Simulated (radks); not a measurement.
Question: Er LXV, configuration [He] 2s2. Method: non-relativistic Kohn-Sham, r2SCAN, spin-polarised, spherical densities, point nucleus; meta-GGA in the generalised Kohn-Sham scheme; relativity is left out, which matters for an element this heavy; computed with a radial shooting solver on a logarithmic mesh with Libxc functionals. Some entries of the table are withheld. Estimate them.

| orbital | occ. | eigenvalue (Ry) | <1/r> (bohr^-1) |
|---|---|---|---|
| 1s | 2 | (1) | 67.65 |
| 2s | 2 | (2) | 16.57 |
| 2p | 0 | (3) | (4) |
| 3s | 0 | -464.2216 | (5) |

Answer: 
(1) 1s eigenvalue (Ry): -4456.897
(2) 2s eigenvalue (Ry): -1075.573
(3) 2p eigenvalue (Ry): -1062.785
(4) 2p <1/r> (bohr^-1): 16.51
(5) 3s <1/r> (bohr^-1): 7.353
